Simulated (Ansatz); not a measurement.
Reaction (cleavage of the Si–Si bond): `C[SiH2][SiH](Cl)Cl` + `N=CF` → `C[SiH2]/N=C/F` + dichlorosilane

Calculated with Ansatz (gas phase, PBE0-D4/def2-TZVP geometries, no zero-point term in ΔE). CBS: MP2 limit from def2 TZ/QZ plus the TZ coupled-cluster correction, frozen cores. This one scheme is used for every species. Functionals use def2-TZVPP. B3LYP here is the variant with VWN-RPA as its local correlation; programs differ in this. HSE06 is defined as in plane-wave codes. One conformer a species, not always the lowest.

`C[SiH2][SiH](Cl)Cl`:

```xyz
11

C    -1.207    1.202    0.054
Si    0.034    0.129    0.954
Si    1.138   -1.226   -0.597
Cl   -0.257   -2.383   -1.573
Cl    2.071   -0.020   -1.980
H    -1.939    0.583   -0.469
H    -1.739    1.848    0.755
H    -0.704    1.832   -0.682
H    -0.625   -0.760    1.949
H     1.061    0.946    1.658
H     2.168   -2.150   -0.068
```

`N=CF`:

```xyz
5

N    -0.492    0.758   -0.310
C     0.006   -0.313    0.075
F    -0.741   -1.410    0.136
H     0.203    1.498   -0.300
H     1.025   -0.533    0.398
```

`C[SiH2]/N=C/F`:

Z-matrix (Å, degrees):
```
C
Si 1 1.859
H 1 1.092 2 110.5
H 1 1.093 2 110.5 3 -120.0
H 1 1.092 2 110.9 3 120.0
N 2 1.741 1 108.8 3 -57.5
H 2 1.495 1 110.6 3 -179.3
H 2 1.485 1 111.2 3 59.9
C 6 1.234 2 125.4 1 -122.6
F 9 1.338 6 121.4 2 179.5
H 9 1.095 6 129.6 2 -0.5
```

`Cl[SiH2]Cl`:

```xyz
5

Cl   -0.510   -1.309    1.372
Si    0.077   -0.037   -0.112
Cl   -0.611    1.847    0.266
H    -0.507   -0.501   -1.385
H     1.551    0.001   -0.141
```

| level | ΔE (kJ/mol) | difference from CCSD(T)/CBS |
| --- | --- | --- |
| LDA (SPW92) | -39.9 | 11.5 |
| PBE-D4 | -33.3 | 18.1 |
| revPBE-D4 | -33.8 | 17.6 |
| BLYP-D4 | -45.9 | 5.5 |
| r2SCAN-D4 | -48.9 | 2.5 |
| B97M-V | -49.3 | 2.1 |
| PBE0-D4 | -38.4 | 13.0 |
| B3LYP-D4 | -49.4 | 2.0 |
| r2SCAN0-D4 | -50.4 | 1.0 |
| HSE06-D4 | -38.4 | 13.0 |
| BHLYP-D4 | -55.2 | -3.8 |
| CAM-B3LYP-D4 | -56.1 | -4.7 |
| ωB97M-V | -55.1 | -3.7 |
| B2PLYP | -59.2 | -7.8 |
| PBE-QIDH | -51.7 | -0.3 |
| PBE | -38.0 | 13.4 |
| revPBE | -37.9 | 13.5 |
| BLYP | -54.0 | -2.6 |
| r2SCAN | -50.3 | 1.1 |
| PBE0 | -42.9 | 8.5 |
| r2SCANh | -51.1 | 0.3 |
| r2SCAN0 | -52.2 | -0.8 |
| HSE06 | -42.9 | 8.5 |
| BHLYP | -63.8 | -12.4 |
| CAM-B3LYP | -61.2 | -9.8 |
| LC-ωPBE | -49.1 | 2.3 |
| RPA@PBE/def2-TZVPP | -52.9 | -1.5 |
| HF/def2-SVP | -62.1 | -10.7 |
| MP2/def2-SVP | -53.4 | -2.0 |
| CCSD/def2-SVP | -46.2 | 5.2 |
| CCSD(T)/def2-SVP | -44.9 | 6.5 |
| HF/def2-TZVPP | -72.2 | -20.8 |
| MP2/def2-TZVPP | -60.7 | -9.3 |
| SCS-MP2/def2-TZVPP | -62.7 | -11.3 |
| CCSD/def2-TZVPP | -54.7 | -3.3 |
| CCSD(T)/def2-TZVPP | -52.4 | -1.0 |
| HF/def2-QZVPP | -73.6 | -22.2 |
| MP2/def2-QZVPP | -60.6 | -9.2 |
| SCS-MP2/def2-QZVPP | -62.7 | -11.3 |
| MP2/CBS(def2) | -59.7 | -8.3 |
| CCSD(T)/CBS | -51.4 | 0 |

What do rigid-rotor, harmonic-oscillator terms from PBE0-D4/def2-TZVP frequencies (298.15 K, 1 bar) make of the CCSD(T)/CBS value? (Estimate.)

The calculation gave: ΔZPE = -5.0 kJ/mol, ΔH = -58.0 kJ/mol, ΔS = -12 J/(mol·K), ΔG = -54.4 kJ/mol. Modes under 50 cm⁻¹ make the entropy rough.

Largest T1 diagnostic among the species: 0.013.

In def2-TZVPP, CCSD(T) changes the Hartree–Fock value by +19.8 kJ/mol (the triples alone add +2.3 kJ/mol) and MP2 by +11.5 kJ/mol. The D4 term adds +7.5 kJ/mol with B3LYP and +4.5 kJ/mol with PBE0; it sums over pairs of atoms, weighted by their polarisabilities, and B3LYP, whose exchange is more repulsive, gets the larger term. From PBE to PBE0 (25 % exact exchange), in def2-TZVPP and without D4, ΔE moves by −4.9 kJ/mol.
